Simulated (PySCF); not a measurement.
**Si: excitation energy**

Si [Ne] 3s2 3p2 (3P) → Si [Ne] 3s2 3p1 4s1 (3P), as a difference of total energies. Computed with PySCF 2.14 in aug-cc-pCVTZ-DK, with scalar relativity by spin-free X2C-1e. Correlated levels: valence and next inner shell: 1s2 frozen. The calculations carry no spin-orbit coupling.

```tsv
method	excitation energy (eV)
UHF	4.851
MP2 (valence and next inner shell)	5.022
SCS-MP2 (valence and next inner shell)	4.992
CCSD (valence and next inner shell)	5.035
CCSD(T) (valence and next inner shell)	5.042
```

Problem. How much does correlation contribute at CCSD(T) (valence and next inner shell)?

Solution. 5.042 − (4.851) = 0.191 eV, measured against UHF.

The promoted electron is Rydberg-like, and one or two diffuse shells describe it only roughly, which tends to raise the upper state.
